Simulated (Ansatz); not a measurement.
A run for Ansatz (a quantum-chemistry and plane-wave program): U-CCSD(T)/cc-pVTZ on CH4Be (SMILES [BeH][CH3]), a point of a bond scan (R = 2.191 Å).

Ansatz 0.2 input:
```yaml
crystal:
  periodic: [false, false, false]
  atoms:
    - {symbol: Be, position_ang: [-0.93852540, -0.49476050, -0.13416384]}
    - {symbol: H, position_ang: [-2.10724892, -1.11087408, -0.30123490]}
    - {symbol: C, position_ang: [0.53116533, 0.28001333, 0.07593101]}
    - {symbol: H, position_ang: [1.49979525, -0.29244063, 1.95559833]}
    - {symbol: H, position_ang: [0.42177910, 1.36971531, 0.09486335]}
    - {symbol: H, position_ang: [1.23709912, 0.04633441, -0.72832381]}
basis:
  gaussian:
    orbitals: cc-pVTZ
correlation: {method: ccsd_t, electrons: outside_noble_gas}
scf: {omitted_lower_state_checks: [cluster_reference]}
magnetization: {spin_polarized: true, initial_magnetization: 0}
```

It printed:

```
WARN ansatz: RAYON_NUM_THREADS=1 ignored (pool sized by the plan → 1); use --threads N
Functional definition: HF
these checks for a lower state are left out or cut short: cluster_reference
integrals: 0.27 GiB planned
639 factors; integrals over basis functions are off by at most 1.2e-3 eV
mean field: 0.22 GiB planned
mean field evaluation 1: about -1484.8527 eV, gradient 1.9e1 eV
mean field evaluation 2: about -1484.8516 eV, gradient 1.9e1 eV
mean field evaluation 4: about -1487.5647 eV, gradient 2.0e0 eV
mean field evaluation 8: about -1487.6359 eV, gradient 2.5e-4 eV
mean field evaluation 16: about -1488.7456 eV, gradient 4.9e-2 eV
mean field evaluation 32: about -1488.4069 eV, gradient 4.3e0 eV
mean field -1488.74562169 eV, -54.7103924892 hartree, gradient 2.9e-6 eV, S^2 0.800038; 3 other end points of the search recorded, 0 dependent functions left out
2 core orbitals not correlated
reference -1488.74562169 eV, -54.7103924892 hartree; 5, 5 occupied and 109, 109 virtual orbitals, 639 factors
second order -5.52872885 eV of doubles, -0.00000000 eV of singles
coupled cluster: 0.66 GiB planned
cycle   1  -6.05958124 eV  change   -5.3e-1 eV  update   6.3e-2
cycle   2  -6.30603439 eV  change   -2.5e-1 eV  update   3.3e-2
cycle   3  -6.35771287 eV  change   -5.2e-2 eV  update   2.6e-2
cycle   4  -6.43030691 eV  change   -7.3e-2 eV  update   2.2e-2
cycle   5  -6.53210906 eV  change   -1.0e-1 eV  update   1.6e-2
cycle   6  -6.58572033 eV  change   -5.4e-2 eV  update   7.8e-3
cycle   7  -6.59686390 eV  change   -1.1e-2 eV  update   3.1e-3
cycle   8  -6.60274393 eV  change   -5.9e-3 eV  update   1.5e-3
cycle   9  -6.60299808 eV  change   -2.5e-4 eV  update   7.3e-4
cycle  10  -6.60270944 eV  change    2.9e-4 eV  update   3.9e-4
cycle  11  -6.60301244 eV  change   -3.0e-4 eV  update   1.9e-4
cycle  12  -6.60289419 eV  change    1.2e-4 eV  update   8.1e-5
cycle  13  -6.60284485 eV  change    4.9e-5 eV  update   4.0e-5
cycle  14  -6.60283864 eV  change    6.2e-6 eV  update   1.8e-5
cycle  15  -6.60283071 eV  change    7.9e-6 eV  update   7.0e-6
coupled cluster: 0.66 GiB planned
perturbative correction -0.32295424 eV, -0.0118683494 hartree
Total energy: -1495.67140664 eV, -54.9649103915 hartree
Checks for a lower state left out: cluster_reference
```

The calculation finished and met its thresholds. Its determinant has ⟨S²⟩ = 0.80, a mixture of spin states.

Cost: around 11 core-seconds (rough).
